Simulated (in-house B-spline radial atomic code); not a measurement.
Ionising Mo⁴⁰⁺ with different functionals

Computed with a B-spline radial code for spherical atoms: four-component Dirac-Coulomb Hamiltonian, Fermi nucleus of rms radius 4.4091 fm, spin-restricted, spherical fractional occupations for the functionals. The ionisation energy is the difference of two self-consistent energies, 1s2 → 1s1, without Breit or QED terms; ε is the level of the shell that loses the electron (mean over j).

| method | rung | ΔSCF (eV) | -ε(1s) (eV) |
| --- | --- | --- | --- |
| LDA exchange-only | LDA | ? | ? |
| relativistic LDA | LDA | ? | ? |
| PW91 | GGA | 23912.5 | 23584.8 |
| BP86 | GGA | 23915.9 | 23587.7 |

(1) What does LDA exchange-only give?

(2) What does relativistic LDA give?

(3) How do they compare with the NIST value?

Answers

(1) ΔSCF 23868.6 eV, and -ε(1s) = 23543.3 eV.

(2) ΔSCF 23817.1 eV, and -ε(1s) = 23476.4 eV.

(3) NIST lists 23810.65 eV ± 0.009 (tabulated theory, ground level to ground level). Errors run from +6.4 to +105.3 eV; relativistic LDA is closest (+6.4 eV), but part of that can be cancellation, since the calculations leave out Breit-QED terms, spin polarisation.
